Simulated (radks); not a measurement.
Values are calculated unless marked as measured or tabulated.
Trend from Be2+ to Ne2+: ionisation energy by Delta-SCF between NIST ground configurations, and size. Code: a radial shooting solver on a logarithmic mesh with Libxc functionals. Model: non-relativistic Kohn-Sham, PBEsol, spin-polarised, spherical densities, point nucleus; open shells are filled with parallel spins first.

species  configuration  configuration of the ion  IE (eV)  NIST (eV)       kind  outermost  <r> outermost (bohr)  r at 0.001 e/bohr^3 (bohr)
Be2+              [He]                       1s1   152.47     153.90     theory         1s                 0.419                        1.48
B2+           [He] 2s1                      [He]   37.984     37.931       exp.         2s                  1.63                        2.85
C2+           [He] 2s2                  [He] 2s1   46.824     47.888       exp.         2s                  1.36                        2.80
N2+       [He] 2s2 2p1                  [He] 2s2   47.497     47.445  semi-emp.         2s                  1.18                        2.68
O2+       [He] 2s2 2p2              [He] 2s2 2p1   55.368     54.936  semi-emp.         2s                  1.05                        2.56
F2+       [He] 2s2 2p3              [He] 2s2 2p2   62.998     62.708  semi-emp.         2s                 0.940                        2.45
Ne2+      [He] 2s2 2p4              [He] 2s2 2p3   63.078     63.423       exp.         2s                 0.840                        2.37

Reference values: NIST Atomic Spectra Database (exp. = measured, semi-emp. = semi-empirical, theory = theoretical value adopted there). Open shells are spherical and high-spin; term and fine-structure splittings are not resolved.
